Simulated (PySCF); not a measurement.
Br₂Zn, charge -1, doublet, geometry from GFN2-xTB (such geometries of metal compounds can be far from the true shape) (a state made from the parent by changing its charge; the spin is typed, not shown lowest). Base run: DF-M06/cc-pVDZ run with PySCF.

Input for PySCF:
```python
from pyscf import gto, scf, dft

mol = gto.M(
    atom='''
Zn   -0.447269   -0.631340   -0.743424
Br   -0.031454    2.052566   -1.060465
Br    0.414828   -1.511417    1.697686
''',
    basis='cc-pvdz',
    charge=-1,
    spin=1,
    verbose=4,
)

mf = dft.UKS(mol)
mf.xc = 'm06'
mf = mf.density_fit(auxbasis='def2-universal-jkfit')
mf.kernel()
```

The base run was repeated with changes; each row names its change, and settings that it needs were set with it.

```tsv
change	ΔE vs base (mEh)	grid points	electrons on the grid	outcome
base	0.000	61488	100.99999	converged
grids.prune = dft.gen_grid.sg1_prune	-	-	-	input refused
grids.atom_grid = (75, 302)	-0.149	39192	101.00000	converged
grids.atom_grid = (99, 590)	0.008	85440	101.00000	converged
grids.atom_grid = (50, 194)	0.835	18424	101.00003	converged
grids.becke_scheme = stratmann	0.002	61488	101.00000	converged
grids.atom_grid = (30, 110)	-356.5	7320	100.99921	converged
grids.level = 7	-0.007	260848	101.00000	converged
grids.prune = dft.gen_grid.treutler_prune	0.000	62104	100.99999	converged
grids.radi_method = gauss_chebyshev	0.026	61152	100.99999	converged
grids.level = 2	-0.149	39192	101.00000	converged
```

Open shells are given as the SCF converged; they aren't shown to be the lowest states, and a large step between rows can be another state.

- grids.prune = dft.gen_grid.sg1_prune: ended with `IndexError: index 30 is out of bounds for axis 0 with size 19`
